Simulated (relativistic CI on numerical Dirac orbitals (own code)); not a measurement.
Computed by Dirac-Coulomb-Breit CI, KLI orbitals optimised for each configuration, model QED, valence Slater integrals scaled by 0.85, P86 correlation energy added to each configuration (own radial code, finite nucleus).

CI space (outside the closed core [Xe]): 6s, 6p, 5d, 7s, 7p, 6d, 8s, 8p, 7d, 5f, 9s, 5g, 4f, 9p, 8d, 10s, 10p. Levels of other configurations are missing.

For a near-neutral ion this model can misplace configurations by up to about 10,000 cm⁻¹ (more where the count of f electrons changes) and terms by 10 to 25 % of their spread. Rates follow the energies as ν³ (E1, M1) or ν⁵ (E2), so they and the lifetimes can be off by large factors. The fine structure of a lone outer electron comes out too small, for d and f at times inverted, and misplaced configurations move strength between like terms. 9 of the 9 excited levels that our extract of the measured tables holds in this range could be paired (the sources list more); they are missed by 854 cm⁻¹ on average and 1370 at most, and levels without a partner can miss by more.

Outline of the computed level scheme of Cs I. Lowest level of each configuration: 6s 2S_1/2 at 0.0000 eV; 6p 2P°_1/2 at 1.2376 eV; 5d 2D_5/2 at 1.7712 eV; 7s 2S_1/2 at 2.1702 eV; 7p 2P°_1/2 at 2.5783 eV; 6d 2D_5/2 at 2.6974 eV; 8s 2S_1/2 at 2.9060 eV; 4f 2F°_7/2 at 3.0500 eV; 8p 2P°_1/2 at 3.0983 eV.

Some strong electric-dipole decays among the lowest 15 levels: 6p 2P°_3/2 → 6s 2S_1/2 (3.0e+07 s⁻¹); 8s 2S_1/2 → 6p 2P°_3/2 (5.0e+06 s⁻¹); 6d 2D_5/2 → 6p 2P°_3/2 (4.5e+06 s⁻¹); 7p 2P°_3/2 → 6s 2S_1/2 (3.8e+06 s⁻¹); 6d 2D_3/2 → 6p 2P°_1/2 (3.3e+06 s⁻¹); 8s 2S_1/2 → 6p 2P°_1/2 (2.6e+06 s⁻¹); 7p 2P°_1/2 → 6s 2S_1/2 (2.5e+06 s⁻¹); 8p 2P°_3/2 → 6s 2S_1/2 (1.7e+06 s⁻¹).

Rates of lines that live on the mixing of spin multiplicities can be off by large factors.
